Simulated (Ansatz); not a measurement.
`B[CH2][SnH3]` + `[SH][GeH3]` → `B[S][GeH3]` + `[CH3][SnH3]` at 400 K and 1 bar (ligand exchange at a B–C bond).

Isolated molecules relaxed with PBE0-D4/def2-TZVP in Ansatz; ΔE leaves out vibrations. CCSD(T)/CBS adds triple-zeta CCSD(T) − MP2 to the extrapolated MP2 energy (def2 sets, frozen cores). Elements past krypton have def2 core potentials. For Ge, Sn outer-core shells are correlated without core-valence functions, which leaves a few kJ/mol of doubt a bond. Scalar relativity is left out up to krypton.

```csv
species,CCSD(T)/CBS energy (Eh),H − E (kJ/mol),S (J/(mol·K))
`B[CH2][SnH3]`,-281.04910,207.4,359.8
`[SH][GeH3]`,-2476.30083,106.6,308.1
`B[S][GeH3]`,-2501.70931,148.3,352.5
`[CH3][SnH3]`,-255.66383,170.6,309.1
```

H − E and S are ideal-gas, rigid-rotor, harmonic terms from PBE0-D4/def2-TZVP. 1 Eh = 2625.50 kJ/mol, R = 8.31446 J/(mol·K).

By hand: ΔE, ΔH, ΔS and ΔG.

ΔE = (-2501.70931) + (-255.66383) − (-281.04910) − (-2476.30083) = -0.02321 Eh = -60.9 kJ/mol. Δ(H − E) = 148.3 + 170.6 − 207.4 − 106.6 = 4.9, so ΔH = -56.0 kJ/mol. ΔS = 352.5 + 309.1 − 359.8 − 308.1 = -6.3 J/(mol·K). ΔG = -56.0 − 400 × (-6.3)/1000 = -53.5 kJ/mol.

By hand: the equilibrium constant, and the temperature at which ΔG would vanish if ΔH and ΔS stayed fixed.

log₁₀ K = −ΔG/(RT ln 10) = 7.0. ΔG = 0 at ΔH/ΔS = 8889 K, far beyond where these terms or the molecules hold.

The number of gas molecules stays the same, so ΔS is small and ΔH decides. A doubt of 5 kJ/mol in ΔE shifts log₁₀ K by 0.7 here. Modes under 60 cm⁻¹, often nearly free rotors, make the harmonic entropy too high. These are equilibria of isolated gas molecules and say nothing of rates. Largest T1 diagnostic: 0.014 (customary marks: 0.02 for closed shells, 0.045 for open ones).
